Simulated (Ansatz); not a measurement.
`C[O][Al][O]C` radical, relaxed with UKS PBE0-D4/def2-TZVP in the Gaussian-basis code of Ansatz from a PBE-D4/def2-SVP geometry. The force threshold is 0.005 eV/Å; the program also tests the step.

The species carries charge 0 and has multiplicity 2.

Start:

```xyz
11

C    -0.840   -0.705    1.765
O    -0.614    0.673    1.629
Al    0.011    1.799    0.493
O     0.618    1.392   -1.060
C     0.837    0.279   -1.883
H    -1.905   -0.902    2.032
H    -0.615   -1.289    0.840
H    -0.213   -1.130    2.584
H     0.335    0.416   -2.869
H     1.925    0.144   -2.086
H     0.461   -0.677   -1.447
```

**Question.** How much energy does the relaxation release, and in how many steps? (Estimate.)

**Answer.** Ansatz gave: 0.07 eV, in 12 steps.

**Question.** Which bonds change most? (Estimate.)

**Answer.** Computed: O2–Al3 from 1.717 to 1.685 Å; Al3–O4 from 1.716 to 1.685 Å; C1–H8 from 1.115 to 1.095 Å; C1–H6 from 1.115 to 1.095 Å.

**Question.** Give the relaxed structure. (Best estimate.)

**Answer.** The calculation gave: 
```xyz
11

C    -0.835   -0.706    1.740
O    -0.583    0.660    1.600
Al    0.036    1.771    0.495
O     0.624    1.374   -1.033
C     0.826    0.269   -1.862
H    -1.898   -0.874    1.944
H    -0.569   -1.278    0.843
H    -0.263   -1.112    2.581
H     0.262    0.387   -2.793
H     1.887    0.180   -2.120
H     0.512   -0.672   -1.394
```
